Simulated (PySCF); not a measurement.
Lowest singlet excitation (eV) of eight silicon and germanium compounds: TDDFT-PBE beside TDDFT-ωB97X, computed with PySCF for isolated molecules in the bases named; differences from unrounded values. The eight are the first of their class met in an unordered collection, after screening for sound electronic states; none was chosen by its value. Each molecule has one DFT geometry for both levels.

```csv
molecule,basis,TDDFT-ωB97X
"C3H7FSi, SMILES FC1C[SiH2]C1",def2-SVPD,7.99
"C₄H₅FSi, SMILES C#C/C(F)=C/[SiH3]",def2-SVPD,5.52
"CH2ClFO2Si, SMILES O=CO[Si@@H](F)Cl",def2-SVPD,5.70
"C2H7FOSi2, SMILES C[Si@H](F)C(=O)[SiH3]",def2-SVPD,2.44
"germylmethylgermane (CH8Ge2), SMILES [GeH3][CH2][GeH3]",def2-SVPD,8.02
"H4S3Si, SMILES S[SiH](S)S",def2-SVPD,6.05
"Si(F)2(GeH3)(OH) (F2GeH4OSi), SMILES F[Si]([GeH3])(O)F",def2-SVPD,8.27
"Si(H)(Me)(OH)(OMe) (C₂H₈O₂Si), SMILES [SiH](OC)(C)O",def2-SVPD,7.87
```

### Question
Estimate the TDDFT-PBE values and say how TDDFT-PBE differs from TDDFT-ωB97X over the set. (The exact figures need the calculation; the answer reports its results.)

### Answer

| molecule | TDDFT-PBE | difference |
|---|---|---|
| C3H7FSi, SMILES FC1C[SiH2]C1 | 6.69 | -1.30 |
| C₄H₅FSi, SMILES C#C/C(F)=C/[SiH3] | 5.04 | -0.49 |
| CH2ClFO2Si, SMILES O=CO[Si@@H](F)Cl | 5.33 | -0.37 |
| C2H7FOSi2, SMILES C[Si@H](F)C(=O)[SiH3] | 2.33 | -0.11 |
| germylmethylgermane (CH8Ge2), SMILES [GeH3][CH2][GeH3] | 6.84 | -1.18 |
| H4S3Si, SMILES S[SiH](S)S | 5.13 | -0.92 |
| Si(F)2(GeH3)(OH) (F2GeH4OSi), SMILES F[Si]([GeH3])(O)F | 7.09 | -1.18 |
| Si(H)(Me)(OH)(OMe) (C₂H₈O₂Si), SMILES [SiH](OC)(C)O | 6.10 | -1.77 |
TDDFT-PBE lies below TDDFT-ωB97X in 8 and above it in 0 of the eight; the mean signed difference is -0.92 and the largest -1.77 eV.
